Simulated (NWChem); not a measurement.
System: CH₅GaN, doublet; SMILES [NH2][Ga][CH3]

Here is an NWChem input.

```
start job
memory heap 200 mb stack 900 mb global 1100 mb
geometry units angstroms noautoz
  Ga     0.175093     0.034933     0.523091
  C     -0.651388    -1.758046     0.067742
  H      0.089082    -2.390467    -0.429334
  H     -1.510232    -1.596449    -0.592611
  H     -0.978551    -2.249123     0.988608
  N     -0.727378     1.541519    -0.072193
  H     -1.460184     1.503446    -0.773765
  H     -0.357207     2.478606     0.027102
end
basis spherical
  * library def2-svp
end
dft
  odft
  mult 2
  xc xpbe96 cpbe96
  iterations 150
  mulliken
end
task dft energy
```

Geometry: optimised at B3LYP/6-31G* (spherical d), spin-unrestricted. The spin multiplicity was typed, not searched, and may not be the lowest. No stability test was run on the SCF state.

### Question
Give the results of this calculation. (PBE/def2-SVP, spin-unrestricted.) Quantities: energy (Ha); highest occupied level (eV); lowest empty minus highest occupied level, either spin (eV); dipole (D); <S²>.

### Answer
```yaml
energy (Ha): -2019.96
highest occupied level (eV): -4.18
lowest empty minus highest occupied level, either spin (eV): 1.23
dipole (D): 1.13
"<S²>": 0.752
```
